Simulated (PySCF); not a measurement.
# Reading the logs of faulty runs: BH4O2Si anion

Calculated results; nothing here was measured. They come from PySCF 2.14.0, an open-source quantum chemistry program, on an isolated molecule that a program drew, which may never have been made. The molecule is BH4O2Si anion (charge -1, singlet), drawn as the SMILES string `[BH3-][Si](=O)O`.

Each row is a Hartree-Fock (HF) and frozen-core CCSD(T) single point in the aug-cc-pV(D+d)Z basis, meant for a local HF minimum. Run 1 is clean. Each other run has one planted mistake out of seven kinds, and not every kind appears here: one electron removed, one electron added, multiplicity raised by two, geometry at a saddle point, minimal basis STO-3G, one bond length entered in bohr, all coordinates scaled. The reference is restricted for singlets and unrestricted otherwise, and also for a bond in bohr. Adding or removing an electron swaps singlet and doublet. Electrons count all cores. HOMO and LUMO are orbital energies over both spins, the gradient is its largest component, and the lowest frequency (negative if imaginary) is given only where the gradient is small. Bond lengths are over the 7 bonds as drawn. T1 is the CCSD diagnostic: over 0.02 (restricted) or 0.045 (unrestricted) a single reference is doubtful.

Geometry of the clean run:
```xyz
8
BH4O2Si anion, angstrom
B    -0.1122    1.3237   -2.1830
Si   -0.2420   -0.5979   -1.5528
O     0.5435   -1.5098   -0.6172
O    -1.5604   -1.3443   -2.2712
H    -1.2064    1.8301   -1.9111
H     0.8186    1.9129   -1.6535
H     0.0157    1.2511   -3.4103
H    -2.0258   -0.7538   -2.8411
```

| run | electrons | basis functions | <S^2> | HOMO (eV) | LUMO (eV) | gradient (hartree/bohr) | lowest frequency (cm^-1) | mean bond (Å) | longest bond (Å) | T1 | HF (hartree) | CCSD(T) (hartree) | mistake |
|---|---|---|---|---|---|---|---|---|---|---|---|---|---|
| 1 | 40 | 137 | 0.000 | -5.40 | 3.79 | 2.2e-05 | 57 | 1.4093 | 2.026 | 0.0182 | -465.78771 | -466.46506 | no fault |
| 2 | 40 | 137 | 0.437 | -3.59 | 3.74 | 2.3e-02 | - | 1.5647 | 2.310 | 0.0510 | -465.68426 | -466.36471 | one bond length entered in bohr |
| 3 | 40 | 137 | 2.017 | 0.64 | 2.76 | 9.4e-02 | - | 1.4093 | 2.026 | 0.0899 | -465.63856 | -466.28928 | multiplicity raised by two |
| 4 | 39 | 137 | 0.769 | -11.52 | -1.12 | 9.1e-02 | - | 1.4093 | 2.026 | 0.0822 | -465.66394 | -466.29822 | ? |
| 5 | 40 | 28 | 0.000 | -0.41 | 14.29 | 5.7e-02 | - | 1.4093 | 2.026 | 0.0210 | -459.84199 | -460.06433 | ? |

**Which mistake was planted in run 4, and what did it cost?**

It counts 39 electrons, one fewer than the clean run, at the same geometry and basis. So the mistake is: one electron removed. Subtracting run 1 and multiplying by 627.51 kcal/mol a hartree, the energy moved by 77.7 kcal/mol in HF and 104.7 kcal/mol in CCSD(T).

**Which mistake was planted in run 5, and what did it cost?**

It has 28 basis functions where the clean run has 137, with the same electrons and geometry. So the mistake is: minimal basis STO-3G. Subtracting run 1 and multiplying by 627.51 kcal/mol a hartree, the energy moved by 3731.0 kcal/mol in HF and 4016.5 kcal/mol in CCSD(T).

Cautions from the logs. Run 2: T1 is over the limit, so its CCSD(T) energy is less reliable; run 3: T1 is over the limit, so its CCSD(T) energy is less reliable and the HOMO is above zero, so the electron isn't bound and the energy depends on the basis; run 4: T1 is over the limit, so its CCSD(T) energy is less reliable; run 5: T1 is over the limit, so its CCSD(T) energy is less reliable.
